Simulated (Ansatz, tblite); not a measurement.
Removing and adding an electron: Mg4H6 (the lowest singlet isomer of a short search). The state is a singlet with charge 0. Geometry: r2SCAN-D4/def2-SVP. Ansatz, gas phase; energy differences of separate SCF runs; the oxidised species was run as a doublet alone; the reduced species was run as a doublet alone.

```tsv
atom	x (Å)	y (Å)	z (Å)
Mg1	1.076	-0.774	-0.577
Mg2	2.275	0.480	1.869
Mg3	-0.487	0.104	1.693
Mg4	-1.510	0.459	-1.071
H5	-2.455	1.447	-2.102
H6	2.725	-0.312	0.106
H7	0.237	0.889	0.003
H8	0.477	-1.405	1.069
H9	-0.294	-0.927	-1.767
H10	-2.046	0.039	0.777
```

The xTB rows come from tblite. HOMO above LUMO, or a gap near zero within one spin, warns that the state may not be the lowest or that an electron is smeared out. The structure comes from a short search, and lower isomers may exist.

Question: Estimate orbital energies and vertical ionisation energies and electron affinities at: GFN1-xTB; GFN2-xTB; PBE-D4/def2-TZVP; PBE-D4/def2-TZVPD; r2SCAN-D4/def2-TZVP; r2SCAN-D4/def2-TZVPD; PBE0-D4/def2-TZVP; PBE0-D4/def2-TZVPD.

Answer: 
```
               level  −HOMO (eV)  vertical IE (eV)  −LUMO (eV)  vertical EA (eV)  HOMO–LUMO gap (eV)  IE − EA (eV)                                                                              remarks
            GFN1-xTB       10.00             12.82        8.05              5.30                1.96          7.52                                                                                    –
            GFN2-xTB        8.81             11.43        6.41              4.04                2.40          7.39                                                                                    –
    PBE-D4/def2-TZVP        4.62              6.91        2.81                 –                1.81             –  gap within one spin near zero (+1 doublet), restricted SCF unstable in HF (singlet)
   PBE-D4/def2-TZVPD        4.61                 –        2.81              1.18                1.80             –                HOMO above zero (-1 doublet), restricted SCF unstable in HF (singlet)
 r2SCAN-D4/def2-TZVP        4.65              6.71        2.61                 –                2.04             –                                              restricted SCF unstable in HF (singlet)
r2SCAN-D4/def2-TZVPD        4.65                 –        2.61              1.10                2.03             –                HOMO above zero (-1 doublet), restricted SCF unstable in HF (singlet)
   PBE0-D4/def2-TZVP        5.26              6.91        2.21                 –                3.05             –                                              restricted SCF unstable in HF (singlet)
  PBE0-D4/def2-TZVPD        5.26                 –        2.21              1.12                3.04             –                HOMO above zero (-1 doublet), restricted SCF unstable in HF (singlet)
```

   A HOMO above zero means that the electron is unbound at that level or that self-interaction error raises the level; the energy of removing that electron tells which. Raw xTB energy differences between charge states are shifted by several eV; the methods need an empirical correction for them.
